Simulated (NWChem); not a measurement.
Everything below was run with NWChem. System: tin monoxide (OSn), charge 0, spin multiplicity 1, at a geometry optimised with PBE0/def2-SVP with def2 effective core potentials on Sn. Level: CCSD(T)/def2-TZVP with def2 effective core potentials on Sn, 5 core orbitals frozen.

The NWChem input:

```
start mol
memory heap 100 mb stack 700 mb global 1900 mb
geometry units angstroms nocenter noautoz
  Sn     0.000000     0.000000     0.253566
  O      0.000000     0.000000    -1.584789
  symmetry group C2v
end
basis spherical
  * library def2-tzvp
end
ecp
  Sn library def2-ecp
end
scf
  rhf
  nopen 0
  maxiter 100
  thresh 1e-7
  semidirect memsize 60000000 filesize 0
end
ccsd
  freeze core 5
  maxiter 60
end
task ccsd(t) energy
```

NWChem printed:

```
             Northwest Computational Chemistry Package (NWChem) 7.3.0
             --------------------------------------------------------

                                NWChem Input Module
                                -------------------

 Scaling coordinates for geometry "geometry" by  1.889725989
 (inverse scale =  0.529177249)

 Turning off AUTOSYM since
 SYMMETRY directive was detected!

                             Geometry "geometry" -> ""
                             -------------------------

 Output coordinates in angstroms (scale by  1.889725989 to convert to a.u.)

  No.       Tag          Charge          X              Y              Z
 ---- ---------------- ---------- -------------- -------------- --------------
    1 Sn                  50.0000     0.00000000     0.00000000     0.25356600
    2 O                    8.0000     0.00000000     0.00000000    -1.58478900

 Effective nuclear repulsion energy (a.u.)     115.1414713697

            Nuclear Dipole moment (a.u.)
            ----------------------------
        X                 Y               Z
 ---------------- ---------------- ----------------
     0.0000000000     0.0000000000    -0.0000226767

      Symmetry information
      --------------------

 Group name             C2v
 Group number             16
 Group order               4
 No. of unique centers     2

      Symmetry unique atoms

     1    2


 Summary of "ao basis" -> "" (spherical)
 ------------------------------------------------------------------------------
       Tag                 Description            Shells   Functions and Types
 ---------------- ------------------------------  ------  ---------------------
 *                         def2-tzvp                  on all atoms

 Summary of "ao basis" -> "ao basis" (spherical)
 ------------------------------------------------------------------------------
       Tag                 Description            Shells   Functions and Types
 ---------------- ------------------------------  ------  ---------------------
 Sn                        def2-tzvp                16       50   6s5p3d2f
 O                         def2-tzvp                11       31   5s3p2d1f

                                 NWChem SCF Module
                                 -----------------

  ao basis        = "ao basis"
  functions       =    81
  atoms           =     2
  closed shells   =    15
  open shells     =     0
  charge          =   0.00
  wavefunction    = RHF
  use symmetry    = T
  symmetry adapt  = T

 Summary of "ao basis" -> "ao basis" (spherical)
 ------------------------------------------------------------------------------
       Tag                 Description            Shells   Functions and Types
 ---------------- ------------------------------  ------  ---------------------
 Sn                        def2-tzvp                16       50   6s5p3d2f
 O                         def2-tzvp                11       31   5s3p2d1f

      Symmetry analysis of basis
      --------------------------

        a1         35
        a2          8
        b1         19
        b2         19

 Forming initial guess at       0.0s

      Superposition of Atomic Density Guess
      -------------------------------------

 Sum of atomic energies:        -323.89641094

      Non-variational initial energy
      ------------------------------

 Total energy =    -287.931784
 1-e energy   =    -580.096242
 2-e energy   =     241.502211
 HOMO         =      -0.341840
 LUMO         =      -0.048453
[...]
task       227 out of       378 done  60%  at       2.4 secs
task       246 out of       378 done  65%  at       2.5 secs
task       265 out of       378 done  70%  at       2.5 secs
task       284 out of       378 done  75%  at       2.6 secs
task       303 out of       378 done  80%  at       2.7 secs
task       322 out of       378 done  85%  at       2.7 secs
task       341 out of       378 done  90%  at       2.8 secs
task       360 out of       378 done  95%  at       2.9 secs
task       378 out of       378 done 100%  at       2.9 secs
 commencing triples evaluation - blocking       1
 ccsd(t): done        1 out of       66 progress:    1.5%
 ccsd(t): done        2 out of       66 progress:    3.0%
 ccsd(t): done        3 out of       66 progress:    4.5%
 ccsd(t): done        4 out of       66 progress:    6.1%
 ccsd(t): done        5 out of       66 progress:    7.6%
 ccsd(t): done        6 out of       66 progress:    9.1%
 ccsd(t): done        7 out of       66 progress:   10.6%
 ccsd(t): done        8 out of       66 progress:   12.1%
 ccsd(t): done        9 out of       66 progress:   13.6%
 ccsd(t): done       10 out of       66 progress:   15.2%
 ccsd(t): done       11 out of       66 progress:   16.7%
 ccsd(t): done       12 out of       66 progress:   18.2%
 ccsd(t): done       13 out of       66 progress:   19.7%
 ccsd(t): done       14 out of       66 progress:   21.2%
 ccsd(t): done       15 out of       66 progress:   22.7%
 ccsd(t): done       16 out of       66 progress:   24.2%
 ccsd(t): done       17 out of       66 progress:   25.8%
 ccsd(t): done       18 out of       66 progress:   27.3%
 ccsd(t): done       19 out of       66 progress:   28.8%
 ccsd(t): done       20 out of       66 progress:   30.3%
 ccsd(t): done       21 out of       66 progress:   31.8%
 ccsd(t): done       22 out of       66 progress:   33.3%
 ccsd(t): done       23 out of       66 progress:   34.8%
 ccsd(t): done       24 out of       66 progress:   36.4%
 ccsd(t): done       25 out of       66 progress:   37.9%
 ccsd(t): done       26 out of       66 progress:   39.4%
 ccsd(t): done       27 out of       66 progress:   40.9%
 ccsd(t): done       28 out of       66 progress:   42.4%
 ccsd(t): done       29 out of       66 progress:   43.9%
 ccsd(t): done       30 out of       66 progress:   45.5%
 ccsd(t): done       31 out of       66 progress:   47.0%
 ccsd(t): done       32 out of       66 progress:   48.5%
 ccsd(t): done       33 out of       66 progress:   50.0%
 ccsd(t): done       34 out of       66 progress:   51.5%
 ccsd(t): done       35 out of       66 progress:   53.0%
 ccsd(t): done       36 out of       66 progress:   54.5%
 ccsd(t): done       37 out of       66 progress:   56.1%
 ccsd(t): done       38 out of       66 progress:   57.6%
 ccsd(t): done       39 out of       66 progress:   59.1%
 ccsd(t): done       40 out of       66 progress:   60.6%
 ccsd(t): done       41 out of       66 progress:   62.1%
 ccsd(t): done       42 out of       66 progress:   63.6%
 ccsd(t): done       43 out of       66 progress:   65.2%
 ccsd(t): done       44 out of       66 progress:   66.7%
 ccsd(t): done       45 out of       66 progress:   68.2%
 ccsd(t): done       46 out of       66 progress:   69.7%
 ccsd(t): done       47 out of       66 progress:   71.2%
 ccsd(t): done       48 out of       66 progress:   72.7%
 ccsd(t): done       49 out of       66 progress:   74.2%
 ccsd(t): done       50 out of       66 progress:   75.8%
 ccsd(t): done       51 out of       66 progress:   77.3%
 ccsd(t): done       52 out of       66 progress:   78.8%
 ccsd(t): done       53 out of       66 progress:   80.3%
 ccsd(t): done       54 out of       66 progress:   81.8%
 ccsd(t): done       55 out of       66 progress:   83.3%
 ccsd(t): done       56 out of       66 progress:   84.8%
 ccsd(t): done       57 out of       66 progress:   86.4%
 ccsd(t): done       58 out of       66 progress:   87.9%
 ccsd(t): done       59 out of       66 progress:   89.4%
 ccsd(t): done       60 out of       66 progress:   90.9%
 ccsd(t): done       61 out of       66 progress:   92.4%
 ccsd(t): done       62 out of       66 progress:   93.9%
 ccsd(t): done       63 out of       66 progress:   95.5%
 ccsd(t): done       64 out of       66 progress:   97.0%
 ccsd(t): done       65 out of       66 progress:   98.5%
 ccsd(t): done       66 out of       66 progress:  100.0%
 Time for integral evaluation pass     1        3.00
 Time for triples evaluation pass      1        4.57

 pseudo-e(mp4)  -0.35090093808015E-01
 pseudo-e(mp5)   0.73842225848652E-02
        e(t)    -0.27705871223149E-01

 --------------
 CCSD(T) Energy
 --------------
 Reference energy:                    -288.217214788753040

 CCSD corr. energy:                     -0.541033678638049
 T(CCSD) corr. energy:                  -0.035090093808015
 Total CCSD+T(CCSD) energy:           -288.793338561199107

 CCSD corr. energy:                     -0.541033678638049
 (T) corr. energy:                      -0.027705871223149
 Total CCSD(T) energy:                -288.785954338614260

 routine      calls  cpu(0)   cpu-min  cpu-ave  cpu-max   i/o
 aoccsd          1     0.01     0.01     0.01     0.01    0.00
 iterdrv         1     0.02     0.02     0.02     0.02    0.00
 pampt          15     0.10     0.10     0.10     0.10    0.00
 t2pm           15     0.15     0.15     0.15     0.15    0.00
 sxy            15     0.24     0.24     0.24     0.24    0.00
 ints      2125170    49.19    49.19    49.19    49.19    0.00
 t2eri        5670     6.86     6.86     6.86     6.86    0.00
 idx2         5670     0.80     0.80     0.80     0.80    0.00
 idx34          15     0.10     0.10     0.10     0.10    0.00
 ht2pm          15     0.20     0.20     0.20     0.20    0.00
 itm            15     1.32     1.32     1.32     1.32    0.00
 pdiis          15     0.05     0.05     0.05     0.05    0.00
 triples         1     0.00     0.00     0.00     0.00    0.00
 rdtrpo          1     0.01     0.01     0.01     0.01    0.00
 trpmos          1     3.00     3.00     3.00     3.00    0.00
 trpdrv          1     0.58     0.58     0.58     0.58    0.00
 dovvv       72600     2.21     2.21     2.21     2.21    0.00
 doooo       72600     0.49     0.49     0.49     0.49    0.00
 tengy       66000     1.25     1.25     1.25     1.25    0.00
 Total                66.59    66.59    66.59    66.59    0.00

 Task  times  cpu:       69.6s     wall:       69.6s

 Total times  cpu:       69.7s     wall:       69.7s
```
